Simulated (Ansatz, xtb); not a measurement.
## Ranking isomers of GeH2O

3 gas-phase structures of GeH2O, found in a search over its isomers (lower ones may exist). Each was relaxed with GFN2-xTB; where two conformers were screened, the lower at r2SCAN-D4/def2-SVP is listed:

A. `[OH][GeH]`, a singlet
B. `[O]=[GeH2]`, a singlet
C. `[OH][GeH]`, a triplet

Question: Make a reasoned guess at their ranking by r2SCAN-D4/def2-SVP single-point energy.

Answer: Calculated order at r2SCAN-D4/def2-SVP: A (0.000), B (1.134), C (1.698) eV.

Energies above the lowest of each column, in eV; the last columns are at B3LYP/6-31G* geometries and were run for some of them only (a dash: not run or not comparable):

```csv
structure,GFN2-xTB,HF/STO-3G,r2SCAN-D4/def2-SVP,B3LYP/6-31G*,CCSD(T)/def2-TZVPP
A,0.000,0.000,0.000,0.000,0.000
B,1.254,0.768,1.134,1.204,1.069
C,–,1.530,1.698,–,–
```

Every level run on A puts it lowest or level with the lowest. Some further structures that were screened fall inside this span and aren't listed. Flexible structures stand in one conformer each, not always the lowest. Frequencies (B3LYP/6-31G*) were run for A, B alone. GFN2-xTB has no spin polarisation and isn't compared across spin states. Open shells are spin-unrestricted. Large T1 diagnostics make some coupled-cluster values less sure.

Programs: Ansatz 0.2.0, xtb 6.7.1 (Pople sets with spherical d functions).
